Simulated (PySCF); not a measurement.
OPb (SMILES [O]=[Pb]), singlet, at a GFN2-xTB geometry (such geometries of metal compounds can be far from the true shape) (core potentials on Pb). Base run: PBE0/def2-SVPD, polarisability in PySCF.

Input for PySCF:
```python
from pyscf import gto, scf, dft
from pyscf.prop import polarizability

mol = gto.M(
    atom='''
Pb   -0.00000000   -0.00000000   -0.17063352
O     0.00000000    0.00000000    1.74899359
''',
    basis='def2-svpd',
    ecp={'Pb': 'def2-svpd'},
    verbose=4,
)

mf = dft.RKS(mol)
mf.xc = 'pbe0'
mf.kernel()
alpha = mf.Polarizability().polarizability()[2, 2]
print('alpha_zz =', alpha)
```

Variants of this job, named by their change:

```json
[
 {"change": "base", "alpha_zz (bohr³)": "57.42", "basis functions": "55"},
 {"change": "functional = lda,vwn", "alpha_zz (bohr³)": "59.40", "basis functions": "55"},
 {"change": "basis = def2-SVP", "alpha_zz (bohr³)": "43.17", "basis functions": "40"},
 {"change": "finite field (a.u.) = 0.05; conv_tol = 1e-11", "alpha_zz (bohr³)": "63.58", "basis functions": "55"},
 {"change": "finite field (a.u.) = 2e-4; conv_tol = 1e-6", "alpha_zz (bohr³)": "-", "basis functions": "55"},
 {"change": "finite field (a.u.) = 0.001; conv_tol = 1e-11", "alpha_zz (bohr³)": "57.42", "basis functions": "55"},
 {"change": "finite field (a.u.) = 0.02; conv_tol = 1e-11", "alpha_zz (bohr³)": "58.21", "basis functions": "55"},
 {"change": "finite field (a.u.) = 0.001; conv_tol = 1e-6", "alpha_zz (bohr³)": "57.79", "basis functions": "55"},
 {"change": "functional = pbe", "alpha_zz (bohr³)": "60.31", "basis functions": "55"},
 {"change": "finite field (a.u.) = 0.005; conv_tol = 1e-11", "alpha_zz (bohr³)": "57.47", "basis functions": "55"},
 {"change": "functional = hf", "alpha_zz (bohr³)": "52.54", "basis functions": "55"},
 {"change": "basis = def2-TZVP", "alpha_zz (bohr³)": "51.81", "basis functions": "81"}
]
```

Finite-field rows take the second difference of the energy in a field along z; a small field with loose convergence shows SCF noise divided by the square of the field, and a large one adds hyperpolarisability.
